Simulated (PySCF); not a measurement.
PySCF input file for C2H11ClO2Si3, SMILES [Si](C)(C)(O[SiH2]Cl)O[SiH3], HF/pcSseg-1. Geometry: PBE0-D3(BJ)/def2-SVP. This is a generated structure with no PubChem entry under its InChIKey; it may be hypothetical. One conformer was computed; it need not be the lowest.

```python
import numpy as np
from pyscf import gto, scf, dft
from pyscf.prop.nmr import rhf as nmr

mol = gto.M(
    atom='''
    Si   -1.60785204   -1.34928361    1.44382252
    O    -1.39100758    0.09710986    0.66353270
    Si   -0.78886000    0.90654175   -0.65196890
    C    -1.60260161    2.56938507   -0.74914775
    C    -0.96849438   -0.13258923   -2.18406949
    O     0.84739220    1.16567634   -0.38204512
    Si    2.08108632    0.40583810    0.38393034
    Cl    1.89124207   -1.64895055    0.11834388
    H    -1.54670043   -2.48844784    0.47929202
    H    -2.95092956   -1.33280978    2.09321582
    H    -0.56138454   -1.52498562    2.49194580
    H    -2.68215761    2.46679908   -0.93765835
    H    -1.16548064    3.17334073   -1.55876640
    H    -1.47011738    3.11421195    0.19770323
    H    -0.42272888   -1.08123039   -2.06422647
    H    -2.02492225   -0.36412849   -2.39005851
    H    -0.55403378    0.38916739   -3.06046962
    H     2.05321735    0.65284164    1.84858933
    H     3.36838114    0.82098886   -0.22498588
    ''',
    basis='pcSseg-1',
    charge=0,
    spin=0,
    max_memory=1600,
    verbose=3,
)
mf = scf.RHF(mol).density_fit(auxbasis='def2-universal-jkfit')
mf.conv_tol = 1e-10
mf.max_cycle = 100
mf.kernel()
n = nmr.NMR(mf)
n.verbose = 2
n.max_cycle_cphf = 60
sigma = n.kernel()
print('atom   isotropic/ppm   span/ppm')
for i, s in enumerate(sigma):
    w = np.linalg.eigvalsh((s + s.T) / 2)
    print(f'{mol.atom_symbol(i):2s}{i + 1:3d} {w.mean():14.3f} {w[2] - w[0]:11.3f}')
```

Program output:

```
converged SCF energy = -1558.32712478004
atom   isotropic/ppm   span/ppm
Si  1        437.945      82.739
O   2        302.648      63.856
Si  3        399.375      87.644
C   4        190.387      11.800
C   5        190.765       9.915
O   6        263.268      51.558
Si  7        421.821      38.826
Cl  8        953.426     233.000
H   9         27.129       7.017
H  10         27.242       9.618
H  11         27.120       8.122
H  12         31.617      11.676
H  13         31.570      11.781
H  14         31.281      11.736
H  15         31.037      11.464
H  16         31.644      11.518
H  17         31.497      11.168
H  18         26.770       8.954
H  19         26.908      10.689
```

Self-consistency was reached.

Cost: about 80 core-seconds (a rough figure).
